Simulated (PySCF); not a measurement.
## Ionisation energy of Ga²⁴⁺ by level of theory

Ga²⁴⁺ [He] 2s2 2p3 (4S) → Ga²⁵⁺ [He] 2s2 2p2 (3P), as a difference of total energies. Calculation: PySCF 2.14, in an uncontracted even-tempered set (19 s from 6.5 bohr⁻², ratio 2.2; 12 p from 8.5 bohr⁻², ratio 2.2; 6 d from 35 bohr⁻², ratio 2.4; 5 f from 53 bohr⁻², ratio 2.4; 4 g from 79 bohr⁻², ratio 2.4); the spin-free X2C one-electron Hamiltonian (Gaussian nucleus). Correlated levels: nothing frozen; virtual orbitals above 40 to 60 times the deepest correlated orbital energy dropped. The calculations carry no spin-orbit coupling.

```json
{"method": "UHF", "ionisation energy (eV)": "2413.2"}
{"method": "LDA", "ionisation energy (eV)": "2411.4"}
{"method": "PBE", "ionisation energy (eV)": "2411.5"}
{"method": "PBE0", "ionisation energy (eV)": "2412.3"}
{"method": "r2SCAN", "ionisation energy (eV)": "2414.0"}
{"method": "M06-2X", "ionisation energy (eV)": "2412.5"}
{"method": "r2SCANh", "ionisation energy (eV)": "2414.0"}
{"method": "MP2 (all electrons)", "ionisation energy (eV)": "2413.3"}
{"method": "SCS-MP2 (all electrons)", "ionisation energy (eV)": "2412.8"}
```

Spin-orbit coupling is strong in these open shells (close to jj coupling). The scalar numbers leave it out and a first-order estimate fails, so it can dominate the gap to the real levels.

For this ion Breit and QED terms and the two-electron picture change, all absent here, outweigh the differences among the correlated methods.

For comparison: 2391 ± 18 eV (semi-empirical (NIST evaluation); NIST Atomic Spectra Database, ionization energies).
